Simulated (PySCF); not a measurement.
A calculated (BLYP, PySCF 2.14, ANO-R3, the spin-free X2C one-electron Hamiltonian (Gaussian nucleus)) atom or ion has these occupied shells.

```tsv
shell	electrons	orbital energy (eV)	rms radius, mean of both spins (bohr)
1s α	1	-69286.7	0.0208
1s β	1	-69286.7	0.0208
2s α	1	-11975.1	0.0839
2s β	1	-11974.9	0.0839
2p α	3	-10512.6	0.0762
2p β	3	-10512.5	0.0762
3s α	1	-2773.3	0.215
3s β	1	-2773.2	0.215
3p α	3	-2337.7	0.216
3p β	3	-2337.7	0.216
3d α	5	-1819.7	0.197
3d β	5	-1819.6	0.197
4s α	1	-586.73	0.478
4s β	1	-586.58	0.478
4p α	3	-443.05	0.509
4p β	3	-442.90	0.509
4d α	5	-256.67	0.551
4d β	5	-256.49	0.551
5s α	1	-98.201	1.13
5s β	1	-96.884	1.13
5p α	3	-62.693	1.32
5p β	3	-61.012	1.32
4f α	7	-52.161	0.681
4f β	7	-51.815	0.681
5d α	3	-22.894	1.98
6s α	1	-21.119	2.89
```

Q: Name the element and its charge.

A: W²⁺ (tungsten, charge +2), in [Xe] 4f14 5d3 6s1, high-spin 5F determinant (an excited configuration).
